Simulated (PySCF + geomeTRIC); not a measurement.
A geometry relaxed with B3LYP-D3(BJ)/def2-TZVP in PySCF + geomeTRIC, charge 0, multiplicity 1:

```xyz
7

F     -1.0561    -1.1943    -0.6962
F     -1.3101     0.2845     0.8634
C     -0.5500    -0.0447    -0.2020
B      1.0220    -0.0703     0.0735
H      1.4575     0.6309     0.9215
F     -0.7444     0.9215    -1.1484
H      1.6992    -0.7506    -0.6188
```

Problem. Write the SMILES of this molecule.

Solution. `BC(F)(F)F`
